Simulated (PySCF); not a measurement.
**Peak assignment**

Cartesian coordinates in Å; atom numbers follow the order of the lines, from 1:
```xyz
16

C     2.3990   -0.6588    0.6168
C     1.6237    0.0944   -0.1611
N     0.2725    0.2475   -0.0508
C    -0.5406   -0.5652    0.8266
C    -1.9327   -0.2610    0.3711
C    -1.9253    0.5599   -0.6643
C    -0.5254    0.9233   -1.0510
H     3.4609   -0.6885    0.4619
H     2.0110   -1.2524    1.4239
H     2.0603    0.6849   -0.9565
H    -0.3824   -0.2898    1.8789
H    -0.3052   -1.6362    0.7241
H    -2.7914   -0.6875    0.8569
H    -2.7756    0.9453   -1.1972
H    -0.2915    0.5820   -2.0718
H    -0.3649    2.0111   -1.0191
```

Single conformer, relativity neglected, averaged over atoms made equivalent by symmetry, fast rotation or ring inversion, isolated molecule. GFN2-xTB geometry; σ from GIAO-PBE0/pcSseg-1; PySCF.

Scale: TMS for 13C and 1H (reference shieldings calculated alike).

Question: Assign these signals to the numbered atoms. 13C{1H} NMR (computed): δ 142.7 (CH), 134.7 (CH), 81.3 (CH2), 59.5 (CH2).

Answer: 
| δ (ppm) | atoms | environment | reason |
| --- | --- | --- | --- |
| 142.7 | C2 | alkene carbon bearing nitrogen | an sp2 carbon further deshielded by the attached heteroatom |
| 134.7 | C5/C6 | alkene CH | the olefinic region |
| 81.3 | C1 | β carbon of an enol-ether or enamine type C=C | the O or N lone pair pushes π density onto this β carbon and shields it |
| 59.5 | C4/C7 | allylic sp3 CH2 bonded to N | deshielded by the electronegative neighbour |

Question: Assign these signals to the numbered atoms. 1H NMR (500 MHz, computed): δ 6.47 (m, 1H), 6.01 (m, 2H), 4.18 (m, 4H), 3.80 (m, 1H), 3.48 (m, 1H).

Answer: 
6.47 → H10, hydrogen on an alkene carbon bearing nitrogen: a vinylic proton, deshielded by the sp2 carbon and the C=C anisotropy
6.01 → H13/H14, hydrogen on an alkene CH: olefinic region
4.18 → H11/H12/H15/H16, hydrogen on an allylic sp3 CH2 bonded to N: its carbon carries N, which withdraws density
3.80 → H8, hydrogen on a β carbon of an enol-ether or enamine type C=C: lone-pair donation from O or N shields it, upfield of ordinary alkene protons
3.48 → H9, hydrogen on a β carbon of an enol-ether or enamine type C=C

Shifts are as computed. Against solution values, carbons near 30 ppm lie about +3 ppm off and those near 130 ppm about +5 ppm. Of 1211 compounds with measured shifts, 218 miss one by over three times the rms of a fit or turn the order of signals round; such compounds aren't used in these exercises. Multiplicities follow the n + 1 count of equivalent neighbours, as no J values were calculated; m marks all less simple cases, F and P coupling included.
